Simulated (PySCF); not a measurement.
# Lu(51+): ionisation energy

Lu(51+) [Ar] 3d2 (3F) → Lu(52+) [Ar] 3d1 (2D), as a difference of total energies. Computed with PySCF 2.14 in an even-tempered Gaussian basis (17 s from 12 bohr⁻², ratio 2.5; 12 p from 16 bohr⁻², ratio 2.5; 7 d from 16 bohr⁻², ratio 2.5; 4 f from 55 bohr⁻², ratio 2.7; 3 g from 83 bohr⁻², ratio 2.7), with scalar relativity by spin-free X2C-1e. Correlated levels: outer shells: [Ne] frozen; virtual orbitals above 40 to 60 times the deepest correlated orbital energy dropped. The calculations carry no spin-orbit coupling.

```tsv
method	ionisation energy (eV)
UHF	4641.6
LDA	4639.6
PBE	4640.9
PBE0	4641.4
r2SCAN	4643.4
BHandHLYP	4642.3
M06-L	4642.8
MP2 (outer shells)	4641.2
SCS-MP2 (outer shells)	4641.1
```

Spin-orbit coupling is strong in these open shells (close to jj coupling). The scalar numbers leave it out and a first-order estimate fails, so it can dominate the gap to the real levels.

Breit and QED terms and the two-electron picture change are absent.

For comparison: 4673 ± 4 eV (theoretical estimate listed by NIST; NIST Atomic Spectra Database, ionization energies).
